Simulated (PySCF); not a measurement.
Computed IR spectrum (relative IR intensity) of a molecule C₃H₅FOSi. Geometry optimised at PBE-D3(BJ)/def2-SVP. The values are those of a single conformer. All values below come from PySCF with PBE-D3(BJ)/def2-SVP. Frequencies are harmonic and unscaled.

ν (cm⁻¹): 57 (vw), 141 (w), 187 (m), 295 (w), 323 (w), 377 (m), 587 (m), 687 (vw), 692 (w), 698 (m), 712 (w), 793 (s), 800 (w), 856 (vs), 899 (m), 1041 (m), 1189 (vw), 2082 (w), 2175 (s), 2949 (w), 3010 (w), 3388 (m), 3767 (m) (against the strongest line: vs over 80 %, s over 45 %, m over 15 %, w over 4 %, vw less)

### Question
Identify the compound among the candidates.
A. F/C=C1\OC[SiH2]1
B. C=C(F)[SiH2]C=O
C. FC1=COC[SiH2]1
D. C#C[Si@H](O)CF

### Answer
D, C#C[Si@H](O)CF
